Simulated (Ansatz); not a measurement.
System: C3H8FSi (charge 0, doublet). It need not be the lowest isomer of its formula. SMILES: C[Si]([CH2])(C)F
Geometry from a B3LYP-D3(BJ)/def2-TZVP (Ansatz, a program for electronic structure) optimisation:
```xyz
13

C      1.7485    -0.0288    -0.6706
Si     0.0430     0.0055     0.0161
C     -0.8085    -1.6453    -0.1659
C     -0.9803     1.3691    -0.7435
F      0.1777     0.3161     1.5970
H      1.9545    -0.2180    -1.7191
H      2.6311     0.1379    -0.0631
H     -0.8987    -1.9172    -1.2204
H     -0.2493    -2.4354     0.3379
H     -1.8137    -1.6116     0.2605
H     -0.5218     2.3454    -0.5781
H     -1.0776     1.2216    -1.8219
H     -1.9845     1.3849    -0.3137
```
Charge 0, spin multiplicity 2.

Property: atomisation energy (electronic, to ground-state atoms), in kcal/mol. Cores are frozen in the correlated levels unless marked. Open shells are spin-unrestricted. Spin-orbit coupling is left out. No relativistic terms. The coupled-cluster limit lacks core correlation, which all-electron functionals hold. CBS marks a two-point X^-3 extrapolation of the correlation energy; Hartree-Fock from the larger set. The bracket is a focal-point correction in the basis named.

```json
[
 {"level": "HF/6-31G*", "program": "Ansatz", "atomisation energy (kcal/mol)": "908.6", "minus last row": "-284.6"},
 {"level": "HF/cc-pV(Q+d)Z", "program": "Ansatz", "atomisation energy (kcal/mol)": "919.5", "minus last row": "-273.7"},
 {"level": "PBE/def2-TZVPD", "program": "Ansatz", "atomisation energy (kcal/mol)": "1198.4", "minus last row": "5.2"},
 {"level": "revPBE-D4/def2-TZVPD", "program": "Ansatz + dftd4", "atomisation energy (kcal/mol)": "1180.2", "minus last row": "-13.0"},
 {"level": "r2SCAN-D3(BJ)/def2-TZVPD", "program": "Ansatz + dftd3", "atomisation energy (kcal/mol)": "1197.7", "minus last row": "4.5"},
 {"level": "B3LYP-D4/def2-TZVPD", "program": "Ansatz + dftd4", "atomisation energy (kcal/mol)": "1190.8", "minus last row": "-2.4"},
 {"level": "PBE0-D3(BJ)/def2-TZVPD", "program": "Ansatz + dftd3", "atomisation energy (kcal/mol)": "1193.3", "minus last row": "0.1"},
 {"level": "BHLYP-D4/def2-TZVPD", "program": "Ansatz + dftd4", "atomisation energy (kcal/mol)": "1168.2", "minus last row": "-25.0"},
 {"level": "RPA@PBE/cc-pV(Q+d)Z", "program": "Ansatz", "atomisation energy (kcal/mol)": "1127.3", "minus last row": "-65.9"},
 {"level": "RI-MP2/cc-pV(T+d)Z", "program": "Ansatz", "atomisation energy (kcal/mol)": "1176.4", "minus last row": "-16.8"},
 {"level": "SCS-MP2/6-31G", "program": "Ansatz", "atomisation energy (kcal/mol)": "1007.3", "minus last row": "-185.9"},
 {"level": "CCSD/cc-pV(T+d)Z", "program": "Ansatz", "atomisation energy (kcal/mol)": "1152.1", "minus last row": "-41.1"},
 {"level": "CCSD(T)/cc-pVTZ", "program": "Ansatz", "atomisation energy (kcal/mol)": "1161.1", "minus last row": "-32.1"},
 {"level": "RI-MP2/CBS(cc-pV(T+d)Z,cc-pV(Q+d)Z)+[CCSD(T)-MP2]/cc-pV(T+d)Z", "program": "Ansatz", "atomisation energy (kcal/mol)": "1193.3", "minus last row": "0.1"},
 {"level": "CCSD(T)/CBS(cc-pV(T+d)Z,cc-pV(Q+d)Z)", "program": "Ansatz", "atomisation energy (kcal/mol)": "1193.2", "minus last row": "0.0"}
]
```
